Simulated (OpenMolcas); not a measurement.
Nd3+ in cubic eightfold coordination: ligands and hosts compared

| Quantity | Value |
| --- | --- |
| Program | OpenMolcas |
| Method | CASSCF |
| Active space | 3 electrons in 7 orbitals (4f) |
| Spin-orbit coupling | state interaction with AMFI integrals over the reference wave functions |

Distances were set from a Shannon-type radius of the metal (high-spin where two are listed) plus a fixed donor radius (F 1.31 Å), in hosts weighted 0.65 to 0.35 with the host's distance in the model lattice. Anionic complexes are neutralised by point charges, and hosts are embedded clusters. Ligand basis ANO-RCC-VDZP. States (labels of O, the rotations of Oh). Energies in cm-1 above the lowest state or level, χT in cm3 K/mol.

| Ligand or host | R (Å) | Metal basis | Outer charge (e at Å behind ligand) | Ground state | First state of that spin | First gap with spin-orbit (degeneracies) | Width of lowest J | χT at 300 K |
| --- | --- | --- | --- | --- | --- | --- | --- | --- |
| BaF2 | 2.512 | ANO-RCC-VDZP |  | 4A2 | 4T2 118.8 | 85.9 (4, 4) | 331 | 1.616 |
| F | 2.42 | ANO-RCC-VDZP | 0.62 at 2.8 | 4A2 | 4T2 169.8 | 117.5 (4, 4) | 435 | 1.571 |
| CaF2 | 2.4 | ANO-RCC-VDZP |  | 4A2 | 4T2 253.8 | 171.6 (4, 4) | 602 | 1.487 |

The rows also differ in their outer charges, so part of each step comes from that.

The width of the lowest J multiplet rises in the order BaF2 < F < CaF2, by a factor of 1.82 from first to last.

High states are left out of the spin-orbit mixing, which shifts the levels that they would mix with. Without dynamic correlation the ligand-field splitting of an f shell can come out too small, at times by half. No measured value stands beside these numbers; the geometry was imposed, not optimised, and the real ion may take another.
